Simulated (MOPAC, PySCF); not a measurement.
CH2BN, SMILES `BC#N`, neutral singlet in the gas phase. 

Cartesian coordinates (Å):
```xyz
5

B     -0.6148     0.0071    -0.1547
C      0.9149    -0.0120    -0.0685
N      2.0622    -0.0242    -0.0008
H     -1.2259    -0.8144     0.4348
H     -1.1360     0.8424    -0.8076
```
Charge 0, spin multiplicity 1.

All levels are single points at this geometry (M06-2X/def2-TZVP); Pople sets use spherical d functions. Orbital energies aren't observables, and empty levels follow the basis.

```
level                          HOMO (eV)  LUMO (eV)  gap (eV)  dipole (D)  vertical IE, Delta-SCF (eV)
-----------------------------  ---------  ---------  --------  ----------  ---------------------------
M06-2X/def2-TZVP in PySCF         -11.11      -2.35      8.76        2.90                        12.63
PBE-D3(BJ)/def2-TZVP in PySCF      -8.43      -4.34      4.08        2.61                        12.12
B3LYP/3-21G in PySCF               -9.36      -3.23      6.13        2.36                            –
B3LYP/6-311+G** in PySCF           -9.59      -3.59      6.00        2.83                            –
BP86/6-31G* in PySCF               -8.28      -4.14      4.15        2.43                            –
HF/3-21G in PySCF                 -12.83       0.74     13.58        2.79                            –
HF/6-31G* in PySCF                -12.81       0.82     13.63        3.02                        11.29
PM6 in MOPAC                      -11.99      -1.22     10.76        3.04                            –
PM7 in MOPAC                      -12.26      -1.59     10.67        3.24                            –
```
